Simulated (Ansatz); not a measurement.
`N[Si](F)(Cl)Cl` + H₂ → `N[SiH](F)Cl` + HCl at 700 K and 1 bar (hydrogenolysis of the Si–Cl bond).

Gas-phase electronic energies from Ansatz, PBE0-D4/def2-TZVP geometries. CCSD(T)/CBS adds triple-zeta CCSD(T) − MP2 to the extrapolated MP2 energy (def2 sets, frozen cores). This one scheme is used for every species. Each species was taken in one conformer, which may not be the lowest.

```csv
species,CCSD(T)/CBS energy (Eh),H − E (kJ/mol),S (J/(mol·K))
`N[Si](F)(Cl)Cl`,-1364.55198,154.2,448.3
H₂,-1.17544,46.8,155.3
`N[SiH](F)Cl`,-905.31614,164.0,405.3
HCl,-460.38127,38.4,211.8
```

H − E and S are ideal-gas, rigid-rotor, harmonic terms from PBE0-D4/def2-TZVP, for one conformer and one mirror image of each species. The MP2-based limit puts H₂ 0.8 mEh under its directly extrapolated value; such offsets cancel only in part. 1 Eh = 2625.50 kJ/mol, R = 8.31446 J/(mol·K).

Task: By hand: ΔE, ΔH, ΔS and ΔG.

Result: ΔE = (-905.31614) + (-460.38127) − (-1364.55198) − (-1.17544) = 0.03001 Eh = 78.8 kJ/mol. Δ(H − E) = 164.0 + 38.4 − 154.2 − 46.8 = 1.4, so ΔH = 80.2 kJ/mol. ΔS = 405.3 + 211.8 − 448.3 − 155.3 = 13.5 J/(mol·K). ΔG = 80.2 − 700 × (13.5)/1000 = 70.8 kJ/mol.

Task: By hand: the equilibrium constant, and the temperature at which ΔG would vanish if ΔH and ΔS stayed fixed.

Result: log₁₀ K = −ΔG/(RT ln 10) = -5.3. ΔG = 0 at ΔH/ΔS = 5941 K, far beyond where these terms or the molecules hold.

The number of gas molecules stays the same, so ΔS is small and ΔH decides. A doubt of 5 kJ/mol in ΔE shifts log₁₀ K by 0.4 here. Other conformers and mirror images would add mixing entropy, several J/(mol·K) or more a flexible species. These are equilibria of isolated gas molecules and say nothing of rates. Largest T1 diagnostic: 0.010 (customary marks: 0.02 for closed shells, 0.045 for open ones).
